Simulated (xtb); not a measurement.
Cl₄Te, singlet, geometry from GFN2-xTB; xtb with GFN1-xTB.

Here is a job for xtb.
```
$ xtb mol.xyz --gfn 1 --ohess --json

# file mol.xyz
5

Te    -0.00534842     0.01223355     0.48327654
Cl     1.16596908    -1.49075955    -0.82644836
Cl     1.90421897     1.50336856     0.12041395
Cl    -1.14657041     1.44638856    -0.92639152
Cl    -1.90725777    -1.49641785     0.15416827
```

Question: What does xtb print? Leave out banner, timings and long lists.

Answer: 
```
   ID    Z sym.   atoms
    1   52 Te     1
    2   17 Cl     2-5

           -------------------------------------------------
          |                Calculation Setup                |
           -------------------------------------------------

           -------------------------------------------------
          |                 G F N 1 - x T B                 |
           -------------------------------------------------

          ...................................................
          :                      SETUP                      :
          :.................................................:
          :  # basis functions                  50          :
          :  # atomic orbitals                  45          :
          :  # shells                           15          :
          :  # electrons                        34          :
          :  # halogen bonds                     0          :
          :  max. iterations                   250          :
          :  Hamiltonian                  GFN1-xTB          :
          :  restarted?                      false          :
          :  GBSA solvation                  false          :
          :  PC potential                    false          :
          :  electronic temp.          300.0000000     K    :
          :  accuracy                    1.0000000          :
          :  -> integral cutoff          0.2500000E+02      :
          :  -> integral neglect         0.1000000E-07      :
          :  -> SCF convergence          0.1000000E-05 Eh   :
          :  -> wf. convergence          0.2000000E-04 e    :
          :  Broyden damping             0.4000000          :
          :  net charge                          0          :
          :  unpaired electrons                  0          :
          ...................................................

 iter      E             dE          RMSdq      gap      omega  full diag
   1    -20.8477852 -0.208478E+02  0.487E+00    4.08       0.0  T
   2    -20.8505861 -0.280094E-02  0.268E+00    3.73       1.0  T
   3    -20.8488363  0.174979E-02  0.908E-01    3.59       1.0  T
   4    -20.8512988 -0.246244E-02  0.246E-01    3.50       1.0  T
   5    -20.8513452 -0.463705E-04  0.399E-02    3.56       1.1  T
   6    -20.8513537 -0.850156E-05  0.227E-03    3.56      19.7  T
   7    -20.8513537 -0.108341E-07  0.275E-04    3.56     162.8  T
   8    -20.8513537 -0.381561E-10  0.124E-05    3.56    3619.9  T
   9    -20.8513537 -0.387246E-12  0.222E-06    3.56   20156.6  T

   *** convergence criteria satisfied after 9 iterations ***

         :::::::::::::::::::::::::::::::::::::::::::::::::::::
         ::                     SUMMARY                     ::
         :::::::::::::::::::::::::::::::::::::::::::::::::::::
         :: total energy             -20.843044088170 Eh    ::
         :: gradient norm              0.013701047402 Eh/a0 ::
         :: HOMO-LUMO gap              3.558009513918 eV    ::
         ::.................................................::
         :: SCC energy               -20.851353669070 Eh    ::
         :: -> electrostatic           0.033955423311 Eh    ::
         :: repulsion energy           0.011990469026 Eh    ::
         :: dispersion energy         -0.003680888127 Eh    ::
         :: halogen bond corr.         0.000000000000 Eh    ::
         :: add. restraining           0.000000000000 Eh    ::
         :: total charge               0.000000000000 e     ::
         :::::::::::::::::::::::::::::::::::::::::::::::::::::

      -----------------------------------------------------------
     |                   =====================                   |
     |                        A N C O P T                        |
     |                   =====================                   |
     |               Approximate Normal Coordinate               |
     |                Rational Function Optimizer                |
[...]
 * total energy  :   -20.8430441 Eh     change       -0.3552714E-13 Eh
 * total energy  :   -20.8425856 Eh     change        0.4584698E-03 Eh
 * total energy  :   -20.8449101 Eh     change       -0.2324468E-02 Eh
 * total energy  :   -20.8448999 Eh     change        0.1019736E-04 Eh
 * total energy  :   -20.8454631 Eh     change       -0.5632593E-03 Eh
 * total energy  :   -20.8454065 Eh     change        0.5664451E-04 Eh
 * total energy  :   -20.8456088 Eh     change       -0.2022712E-03 Eh
 * total energy  :   -20.8456094 Eh     change       -0.6691325E-06 Eh
   *** GEOMETRY OPTIMIZATION CONVERGED AFTER 8 ITERATIONS ***
         :: total energy             -20.845609444275 Eh    ::
[...]
 Raman intensities (Ä⁴*amu⁻¹)
   1:  0.00   2:  0.00   3:  0.00   4:  0.00   5:  0.00   6:  0.00   7:  0.00   8:  0.00
   9:  0.00  10:  0.00  11:  0.00  12:  0.00  13:  0.00  14:  0.00  15:  0.00
 output can be read by thermo (or use thermo option).
 writing <g98.out> molden fake output.
 recommended (thermochemical) frequency scaling factor: 1.0
           -------------------------------------------------
          |             Thermodynamic Functions             |
           -------------------------------------------------

c2v symmetry found (for desy threshold:  0.10E+00) used in thermo

          ...................................................
          :                      SETUP                      :
          :.................................................:
          :  # frequencies                           9      :
          :  # imaginary freq.                       0      :
          :  linear?                             false      :
          :  only rotor calc.                    false      :
          :  symmetry                              c2v      :
          :  rotational number                       2      :
          :  scaling factor                  1.0000000      :
          :  rotor cutoff                   50.0000000 cm⁻¹ :
          :  imag. cutoff                  -20.0000000 cm⁻¹ :
          :.................................................:

    mode    ω/cm⁻¹     T·S(HO)/kcal·mol⁻¹    T·S(FR)/kcal·mol⁻¹   T·S(vib)
   ------------------------------------------------------------------------
       1     73.68    -1.20825 ( 82.51%)    -0.94155 ( 17.49%)    -1.16159
       2     94.51    -1.06272 ( 92.74%)    -0.86782 (  7.26%)    -1.04857
       3    140.18    -0.83522 ( 98.41%)    -0.75107 (  1.59%)    -0.83388
       4    145.59    -0.81368 ( 98.63%)    -0.73987 (  1.37%)    -0.81266
       5    156.41    -0.77303 ( 98.97%)    -0.71864 (  1.03%)    -0.77247
   ------------------------------------------------------------------------

   temp. (K)  partition function   enthalpy   heat capacity  entropy
                                   cal/mol     cal/K/mol   cal/K/mol   J/K/mol
 298.15  VIB   157.                 3080.514     15.614     20.168
         ROT  0.408E+06              888.752      2.981     28.655
         INT  0.641E+08             3969.266     18.595     48.823
         TR   0.428E+28             1481.254      4.968     42.653
         TOT                        5450.5199    23.5634    91.4756   382.7341

       T/K    H(0)-H(T)+PV         H(T)/Eh          T*S/Eh         G(T)/Eh
   ------------------------------------------------------------------------
    298.15    0.868596E-02    0.133073E-01    0.434630E-01   -0.301557E-01
   ------------------------------------------------------------------------

         :::::::::::::::::::::::::::::::::::::::::::::::::::::
         ::                  THERMODYNAMIC                  ::
         :::::::::::::::::::::::::::::::::::::::::::::::::::::
         :: total free energy         -20.875765183067 Eh   ::
         ::.................................................::
         :: total energy              -20.845609444274 Eh   ::
         :: zero point energy           0.004621336858 Eh   ::
         :: G(RRHO) w/o ZPVE           -0.034777075650 Eh   ::
         :: G(RRHO) contrib.           -0.030155738792 Eh   ::
         :::::::::::::::::::::::::::::::::::::::::::::::::::::

optimized geometry written to: xtbopt.xyz

           -------------------------------------------------
          | TOTAL ENERGY              -20.845609444274 Eh   |
          | TOTAL ENTHALPY            -20.832302151074 Eh   |
          | TOTAL FREE ENERGY         -20.875765183067 Eh   |
          | GRADIENT NORM               0.000138200665 Eh/α |
          | HOMO-LUMO GAP               3.233395000804 eV   |
           -------------------------------------------------

normal termination of xtb
```
